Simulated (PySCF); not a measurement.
# One molecule, several mistakes: AlBCH7N

Calculated results; nothing here was measured. They come from PySCF 2.14.0, an open-source quantum chemistry program, on an isolated molecule that a program drew, which may never have been made. The molecule is AlBCH7N (charge 0, singlet), drawn as the SMILES string `B[NH][AlH][CH3]`.

Each row is a Hartree-Fock (HF) and frozen-core CCSD(T) single point in the cc-pV(D+d)Z basis, meant for a local HF minimum. Run 1 is clean. Each other run has one planted mistake out of seven kinds, and not every kind appears here: one electron removed, one electron added, multiplicity raised by two, geometry at a saddle point, minimal basis STO-3G, one bond length entered in bohr, all coordinates scaled. The reference is restricted for singlets and unrestricted otherwise, and also for a bond in bohr. Adding or removing an electron swaps singlet and doublet. Electrons count all cores. HOMO and LUMO are orbital energies over both spins, the gradient is its largest component, and the lowest frequency (negative if imaginary) is given only where the gradient is small. Bond lengths are over the 10 bonds as drawn. T1 is the CCSD diagnostic: over 0.02 (restricted) or 0.045 (unrestricted) a single reference is doubtful.

Geometry of the clean run:
```xyz
11
AlBCH7N, angstrom
B    -0.2330    0.9704   -2.7270
N     0.7933    1.7640   -2.1821
Al    1.1805    2.0258   -0.4349
C     0.1283    1.1637    0.9719
H    -0.3808    0.8823   -3.9200
H    -0.9752    0.3698   -1.9906
H     1.3650    2.2292   -2.8658
H     2.4077    2.9834   -0.1536
H    -0.9284    1.4470    0.9093
H     0.4875    1.4293    1.9707
H     0.1642    0.0721    0.8826
```

```
run,electrons,basis functions,<S^2>,HOMO (eV),LUMO (eV),gradient (hartree/bohr),lowest frequency (cm^-1),mean bond (Å),longest bond (Å),T1,HF (hartree),CCSD(T) (hartree),mistake
1,38,100,0.000,-11.21,1.98,3.0e-05,21,1.3457,1.957,0.0120,-363.07164,-363.60562,no fault
2,38,100,2.010,-4.47,-2.43,8.9e-02,-,1.3457,1.957,0.0568,-362.85729,-363.38926,multiplicity raised by two
3,39,100,0.771,1.09,7.88,3.4e-02,-,1.3457,1.957,0.0204,-363.01468,-363.57128,?
4,38,100,0.717,-10.84,1.39,2.2e-02,-,1.4432,2.071,0.0553,-362.94788,-363.47720,?
```

**Which mistake was planted in run 3, and what did it cost?**

It counts 39 electrons, one more than the clean run, at the same geometry and basis. So the mistake is: one electron added. Subtracting run 1 and multiplying by 627.51 kcal/mol a hartree, the energy moved by 35.7 kcal/mol in HF and 21.5 kcal/mol in CCSD(T).

**Which mistake was planted in run 4, and what did it cost?**

The mean bond changes by a factor of 1.072 and the longest by 1.058, so the molecule wasn't scaled as a whole. A length L in bohr read as angstrom grows by (1/0.5292 - 1) L = 0.890 L. The 10 bonds together grew by 10 x 0.0975 = 0.975 Å, which gives L = 1.096 Å. That is the length of one of the C-H bonds, 1.096 Å in the clean geometry. So the mistake is: one bond length entered in bohr. Subtracting run 1 and multiplying by 627.51 kcal/mol a hartree, the energy moved by 77.7 kcal/mol in HF and 80.6 kcal/mol in CCSD(T).

Cautions from the logs. Run 2: T1 is over the limit, so its CCSD(T) energy is less reliable; run 3: the HOMO is above zero, so the electron isn't bound and the energy depends on the basis; run 4: T1 is over the limit, so its CCSD(T) energy is less reliable.
